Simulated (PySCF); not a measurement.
Calculation: M06-2X/def2-TZVP // B3LYP-D3(BJ)/def2-TZVP in PySCF. Gas-phase values, no solvent. One relaxed conformer stands for a flexible species; it need not be the lowest. Excitations are Tamm–Dancoff values on a coarser integration grid. The basis has no diffuse functions, so Rydberg states are missing or too high.

Reference species (SMILES): `O1C/C1=N\[H]` (neutral, multiplicity 1).

```json
{
  "S1 excitation (TDA)": "6.27 eV",
  "S1–T1 gap (TDA)": "0.61 eV",
  "T1 excitation (TDA)": "5.66 eV"
}
```

Changed species: `N=C=CO`.

Q: What does the change do to the S1 excitation (TDA), S1–T1 gap (TDA) and T1 excitation (TDA)?

A: the S1 excitation (TDA) drops by 2.93 eV, to 3.34 eV; the S1–T1 gap (TDA) decreases by 0.21 eV, to 0.40 eV; the T1 excitation (TDA) decreases by 2.72 eV, to 2.94 eV.
